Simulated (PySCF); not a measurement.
A GIAO shielding run with PySCF 2.14 (density fitting, non-relativistic, gas phase) on `C#C[C@@H]1CS[Si@H](OC)S1`, C₅H₈OS₂Si:

```
$ OMP_NUM_THREADS=1 python probes_run.py task.json out

{"job": {"kind": "nmr", "xc": "PBE0", "basis": "pcSseg-1"}, "charge": 0, "multiplicity": 1}
C     -1.918315     2.191421    -0.230233
C     -2.019022     1.011762    -0.054034
C     -2.044529    -0.416220     0.142722
C     -1.606392    -0.808248     1.545202
S      0.110734    -0.294098     1.878361
Si     0.844862    -0.983142    -0.013550
O      1.765206     0.081373    -0.785675
C      3.039677     0.539458    -0.433773
S     -0.958034    -1.232728    -1.115523
H     -1.866082     3.228113    -0.379650
H     -3.047095    -0.807956    -0.055308
H     -1.669517    -1.888521     1.676677
H     -2.227607    -0.311904     2.291062
H      1.476805    -2.281869     0.169091
H      3.365012     1.235333    -1.205799
H      3.738220    -0.296372    -0.374107
H      3.009080     1.045630     0.532472
```

Hardware: 1 thread of an Arm Neoverse V2, shared host. The job also computes population analyses, field gradients, ring-centre shieldings.

(1) How large is the calculation?

(2) How long does it take, and how much memory does it need?

Results:

(1) 92 electrons, 214 basis functions and 1179 auxiliary functions.

(2) 43 s of wall time, with 14 SCF cycles and 5 response iterations; peak memory 0.96 GiB. Times on a shared host scatter by some tens of per cent.
